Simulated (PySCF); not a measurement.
# How methods differ on the excitation energy of I

I [Kr] 4d10 5s2 5p5 (2P) → I [Kr] 4d10 5s2 5p4 6s1 (4P), as a difference of total energies. All numbers are calculated (PySCF 2.14, scalar relativity by spin-free X2C-1e, in aug-cc-pVQZ-DK3 (9s8p6d3f2g, 102 functions)). Correlated levels: valence: [Kr] 4d10 frozen. The calculations carry no spin-orbit coupling.

| method | excitation energy (cm⁻¹) |
| --- | --- |
| UHF | 51119 |
| MP2 (valence) | 55162 |
| SCS-MP2 (valence) | 56194 |
| CCSD (valence) | 55373 |
| CCSD(T) (valence) | 55446 |

A first-order spin-orbit estimate (lowest level to lowest level, LS coupling) adds -0.030 eV.

The promoted electron is Rydberg-like, and one or two diffuse shells describe it only roughly, which tends to raise the upper state.
